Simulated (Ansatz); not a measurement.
Ge(SH)2H2 (GeH₄S₂), relaxed as a singlet with RKS PBE-D4/def2-TZVP in Ansatz, starting from the GFN2-xTB geometry. Force threshold 0.02 eV/Å.

Start:

```xyz
7

Ge    0.181    0.107   -0.631
S     1.110   -1.408    0.689
H    -0.045   -1.974    1.018
S    -1.426    1.223    0.408
H    -0.663    1.556    1.442
H    -0.456   -0.527   -1.847
H     1.298    1.023   -1.078
```

| step | energy (eV) | largest force component (eV/Å) | SCF passes |
| --- | --- | --- | --- |
| 1 | -78238.3154 | 0.634 | 15 |
| 2 | -78238.3635 | 0.125 | 17 |
| 3 | -78238.3650 | 0.140 | 18 |
| 4 | -78238.3722 | 0.026 | 19 |
| 5 | -78238.3723 | 0.009 | 20 |

Force components are those of the run's own axes.

End:

Cartesian coordinates in Å:
```
Ge 0.178 0.105 -0.619
S 1.140 -1.415 0.714
H -0.022 -2.068 0.952
S -1.465 1.223 0.413
H -0.656 1.667 1.405
H -0.517 -0.548 -1.835
H 1.341 1.036 -1.031
```

By distances, no bond broke or formed. The bond that changes most is Ge1–H7, from 1.51 to 1.55 Å (atoms count from 1).

No frequencies were taken in this run, so the end may be a saddle point.

Run time 21 s (4 threads of Intel Xeon on a shared host).
